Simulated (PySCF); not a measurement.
Ge(H)(OH) (GeH₂O), SMILES [OH][GeH] (connectivity only; charge and spin as stated), neutral, multiplicity 1. Atoms are numbered in the order given.

```xyz
4

Ge     0.0464     0.3903     0.0000
H     -1.5676     0.5001     0.0000
O      0.1049    -1.3957     0.0000
H     -0.7549    -1.8235     0.0000
```
Charge 0, spin multiplicity 1.

Geometry optimised at PBE0-D3(BJ)/def2-TZVP.

Level of theory: B3LYP/pcSseg-2 (PySCF).

GIAO shieldings, no solvent; atoms alike by connectivity are averaged. δ = σ(ref) − σ: ⁷³Ge against GeH4 (σ = 1629.1 ppm); ¹H against TMS (σ = 31.68 ppm); ¹⁷O against H2O (σ = 325.5 ppm), references at their B3LYP-D3(BJ)/def2-TZVP geometries, non-relativistic.

| nucleus | atoms | count | δ (ppm) |
|---|---|---|---|
| ⁷³Ge | Ge1 | 1 | 1188.4 |
| ¹H | H2 | 1 | 9.55 |
| ¹H | H4 | 1 | 8.98 |
| ¹⁷O | O3 | 1 | 298.0 |
